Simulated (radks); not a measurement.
Results of a calculation; reference values are marked as such.
Species: Zr3+. Configuration: [Kr] 5f1 (not the ground configuration). Code: a radial shooting solver on a logarithmic mesh with Libxc functionals. Model: Dirac Kohn-Sham, PBEsol, spin-unpolarised, spherical densities, finite nucleus; open shells are shared between the two j in proportion to 2j + 1; Fermi nuclear charge, rms radius 4.2694 fm.

Unscreened Slater integrals over Kohn-Sham orbitals (eV). Large and small components are both included.

F0(5f7/2,5f7/2): 3.6185
F2(5f7/2,5f7/2): 1.7713
F4(5f7/2,5f7/2): 1.2163
F6(5f7/2,5f7/2): 0.92915
F0(5f7/2,5f5/2): 3.6188
F2(5f7/2,5f5/2): 1.7714
F4(5f7/2,5f5/2): 1.2164
G2(5f7/2,5f5/2): 1.7713
G4(5f7/2,5f5/2): 1.2163
G6(5f7/2,5f5/2): 0.92917
F0(5f7/2,4p3/2): 5.3882
F2(5f7/2,4p3/2): 1.1639
G2(5f7/2,4p3/2): 0.81374
G4(5f7/2,4p3/2): 0.54196
F0(5f7/2,4p1/2): 5.3966
G4(5f7/2,4p1/2): 0.52575
F0(5f5/2,5f5/2): 3.6190
F2(5f5/2,5f5/2): 1.7715
F4(5f5/2,5f5/2): 1.2164
F0(5f5/2,4p3/2): 5.3891
F2(5f5/2,4p3/2): 1.1645
G2(5f5/2,4p3/2): 0.81425
G4(5f5/2,4p3/2): 0.54230
F0(5f5/2,4p1/2): 5.3975
G2(5f5/2,4p1/2): 0.79116
F0(4p3/2,4p3/2): 18.460
F2(4p3/2,4p3/2): 9.7710
F0(4p3/2,4p1/2): 18.642
G2(4p3/2,4p1/2): 9.8506
F0(4p1/2,4p1/2): 18.831
